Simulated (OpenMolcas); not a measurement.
# Si5H10 (SMILES [SiH2]1[SiH2][SiH2][SiH2][SiH2]1): methods side by side

The species is Si5H10 (15 atoms), meant as a singlet with charge 0. As SMILES, `[SiH2]1[SiH2][SiH2][SiH2][SiH2]1`. The shape is that of a PBE0-D4/def2-TZVP optimisation. This is one conformer, not always the lowest.

```
atom    x (Å)    y (Å)    z (Å)
  Si  -1.0841   1.4590   0.7077
  Si  -0.0591  -0.2506   1.9352
  Si   1.6853  -0.8474   0.4933
  Si   0.6067  -0.9777  -1.5859
  Si  -1.1322   0.6110  -1.4832
   H  -0.1942   2.6547   0.7406
   H  -2.4286   1.8530   1.2106
   H   0.3852   0.1619   3.2945
   H  -1.0009  -1.3991   2.0636
   H   2.3951  -2.1005   0.8694
   H   2.6714   0.2703   0.4617
   H   0.0144  -2.3356  -1.7461
   H   1.5300  -0.7297  -2.7271
   H  -0.9524   1.6907  -2.4926
   H  -2.4368  -0.0599  -1.7414
```

Each level gives the dipole moment (D). The values are calculated.

```tsv
level	kind	program	value (D)	CPU time
HF/6-31G* (spherical functions)	Hartree–Fock	OpenMolcas	0.12	32 s
BLYP/6-31G* (spherical functions)	GGA	OpenMolcas	0.06	96 s
TPSS/6-31G* (spherical functions)	meta-GGA	OpenMolcas	0.07	1.9 min
r2SCAN/6-31G* (spherical functions)	meta-GGA	OpenMolcas	0.07	2 min
B3LYP/6-31G* (spherical functions)	global hybrid	OpenMolcas	0.07	99 s
BHLYP/6-31G* (spherical functions)	global hybrid	OpenMolcas	0.09	92 s
PBE0/6-31G* (spherical functions)	global hybrid	OpenMolcas	0.07	96 s
B3LYP/6-31G* (Cartesian functions)	global hybrid	OpenMolcas	0.07	1.8 min
```

The values span 0.06 to 0.12 D. Magnitudes only: a small dipole may point the other way at some levels. Times are those of the runs behind each value, whatever else they computed, on shared processors of several kinds: orders of magnitude only.
